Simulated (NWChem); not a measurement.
# GeSiH$_{4}$, singlet; SMILES [GeH][SiH3]

Computed with NWChem. Low-valent species are run as closed-shell singlets; no triplet was tried in these runs. Geometry: optimised at PBE0/def2-SVP. Ions are spin-unrestricted doublets at the neutral geometry. Hybrids' shares of exact exchange are those that their runs print; pure functionals count as 0. The functionals differ in more than this share.

```csv
row,share of exact exchange,ΔSCF ionisation energy minus −ε(HOMO) (eV)
PBE/def2-SVP,0.00,3.03
"LDA (Slater exchange, VWN5)/def2-SVP",0.00,3.10
B3LYP/def2-SVP,0.20,withheld
PBE0/def2-SVP,0.25,2.11
BHandHLYP/def2-SVP,0.50,1.24
```

Task: Fit a straight line of the last column on the one before it, predict the withheld value, and compare with the run.

Result: 
1. Means of the 4 shown rows: x = 0.188, y = 2.370. Slope Σ(x − x̄)(y − ȳ)/Σ(x − x̄)² = -0.6300/0.1719 = -3.665; intercept 3.057.
2. The shown rows scatter about the line by 0.031 (root mean square); the largest residual is +0.04, at LDA (Slater exchange, VWN5)/def2-SVP.
3. At x = 0.20 (B3LYP/def2-SVP; inside the shown range) the line gives 2.32.
4. The run gives 2.36, +0.04 from the line, 1.3 times the scatter. The line crosses zero at a share of 0.83, outside the shown range.
